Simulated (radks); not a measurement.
Values are calculated unless marked as measured or tabulated.
How relativity changes the ionisation of neutral platinum ([Xe] 4f14 5d9 6s1) to Pt+ ([Xe] 4f14 5d9). Spin-unpolarised spherical Kohn-Sham, PBE, point nucleus unless stated (finite: rms radius 5.427 fm), a radial shooting solver on a logarithmic mesh with Libxc functionals. A level marked "c x" has the speed of light scaled by that factor and shares open shells by 2j + 1; other Dirac levels either fill j = l - 1/2 first or share by 2j + 1.

level,E(Pt) (hartree),E(Pt+) (hartree),IE (eV),HOMO,<r> HOMO (bohr)
non-rel.,-17334.7942,-17334.5296,7.200,6s,3.424
scalar-rel.,-18413.5159,-18413.1780,9.194,6s,2.933
"scalar-rel., finite nucleus",-18409.6796,-18409.3420,9.188,6s,2.934
"Dirac, 2j+1 shares",-18446.7584,-18446.4199,9.211,5d5/2,1.738
"Dirac, low j first",-18446.7779,-18446.4400,9.193,5d5/2,1.741
"Dirac, 2j+1 shares, finite nucleus",-18442.8799,-18442.5416,9.204,5d5/2,1.738
"Dirac, c x 1.5",-17781.0344,-17780.7426,7.939,6s1/2,3.213
"Dirac, c x 2",-17577.9283,-17577.6493,7.592,6s1/2,3.307
"Dirac, c x 10",-17344.1652,-17343.9000,7.215,6s1/2,3.420

NIST Atomic Spectra Database: 8.959 eV (measured). The relativistic part of the total energy of Pt is -1108 hartree (Dirac, 2j+1 shares, finite nucleus), 6.4 % of the non-relativistic value. Spin polarisation and multiplet splitting of open shells are left out at every level.

Beside tabulated values, note that relativity, absent from the non-relativistic runs, is large for the heavy elements, and spin-unpolarised runs miss the spin-polarisation part of the exchange energy of open shells.
